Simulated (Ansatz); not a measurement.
Ansatz (a first-principles code) job for C2H6ClGa, SMILES [CH3][Ga]([CH3])[Cl], PBE0/def2-SVPD. The structure is a stationary point at B3LYP-D3(BJ)/def2-SVP. The isomer is the one that the SMILES or the coordinates give; other isomers of the formula were not compared.

Ansatz 0.2 input:
```yaml
crystal:
  periodic: [false, false, false]
  atoms:
    - {symbol: Ga, position_ang: [-0.00000000, -0.00000000, -0.33567002]}
    - {symbol: C, position_ang: [0.00018259, 1.80094616, -1.13006650]}
    - {symbol: H, position_ang: [0.88124328, 2.35803229, -0.77385991]}
    - {symbol: H, position_ang: [0.01201544, 1.77201777, -2.22963267]}
    - {symbol: H, position_ang: [-0.89483238, 2.34822146, -0.79364301]}
    - {symbol: C, position_ang: [-0.00018258, -1.80094614, -1.13006654]}
    - {symbol: H, position_ang: [0.89483239, -2.34822143, -0.79364305]}
    - {symbol: H, position_ang: [-0.88124328, -2.35803227, -0.77385996]}
    - {symbol: H, position_ang: [-0.01201543, -1.77201772, -2.22963271]}
    - {symbol: Cl, position_ang: [0.00000000, -0.00000001, 1.85652001]}
basis:
  gaussian:
    orbitals: def2-SVPD
hamiltonian:
  xc: {name: PBE0}
```

It prints:

```
WARN ansatz: RAYON_NUM_THREADS=1 ignored (pool sized by the plan → 1); use --threads N
Functional definition: PBE0
integrals: 0.10 GiB planned
1458 factors; their error is unknown
mean field: 0.82 GiB planned
mean field evaluation 1: about -67040.0125 eV, gradient 6.2e1 eV
mean field evaluation 2: about -67036.8677 eV, gradient 7.1e1 eV
mean field evaluation 4: about -67048.7465 eV, gradient 2.0e0 eV
mean field evaluation 8: about -67048.7532 eV, gradient 9.7e-2 eV
mean field evaluation 16: about -67049.0220 eV, gradient 2.6e-5 eV
mean field -67049.02199710 eV, -2464.0061109342 hartree, gradient 2.5e-5 eV, S^2 0.000000; 0 other end points of the search recorded, 0 dependent functions left out
reference -67049.02203831 eV, -2464.0061124484 hartree; 33, 33 occupied and 120, 120 virtual orbitals, 1458 factors
Total energy: -67049.02203831 eV, -2464.0061124484 hartree
```

The run converged.
